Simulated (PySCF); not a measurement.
## From r²SCAN to CCSD(T): MSe along the second period

r²SCAN and CCSD(T) in PySCF with def2-SVP on every atom, for the lowest determinant that a PBE0 search found; no spin–orbit coupling.

```tsv
molecule	state (unpaired electrons)	r²SCAN Re (Å)	r²SCAN ωe (cm⁻¹)	r²SCAN De (eV)	CCSD(T) Re (Å)	CCSD(T) ωe (cm⁻¹)	CCSD(T) De (eV)
LiSe	doublet (π ↑)	2.284	511	2.98	?	?	?
BeSe	singlet (closed shell)	1.882	856	3.19	1.910	807	2.02
CSe	singlet (closed shell)	1.680	1069	6.15	1.689	1042	5.77
SeF	doublet (π ↑)	1.761	689	3.38	1.770	676	2.76
```

Question: Estimate the CCSD(T) values of LiSe by adding the mean shift from r²SCAN to CCSD(T) of the other rows, and compare with the calculation.

Answer: The mean shifts are +1.5 pm, -30 cm⁻¹ and -0.72 eV, which give 2.299 Å, 481 cm⁻¹ and 2.26 eV. CCSD(T)/def2-SVP gives Re = 2.295 Å, ωe = 509 cm⁻¹, De = 2.49 eV.

Question: What are the mean differences of r²SCAN from CCSD(T) over the whole series?

Answer: Re -1.4 pm, ωe +23 cm⁻¹, De +0.67 eV.

In a basis of this size CCSD(T) is itself not converged; it tends to give bonds that are too long and too weak.

Correlated steps freeze the inner cores (9 to 10 orbitals); shallow outer-core shells are correlated. Correlated levels converge slowly with the basis: in double zeta they bind strong bonds too weakly, by up to about 1 eV, and carry superposition errors of some tenths. Spin–orbit coupling is left out. Where the molecule has an RHF reference, its open-shell atoms are computed with UHF. The CCSD T1 diagnostic is raised in BeSe, CSe, a sign that a single reference may not be enough there. States were picked by a PBE0 search and need not be the measured ground states.
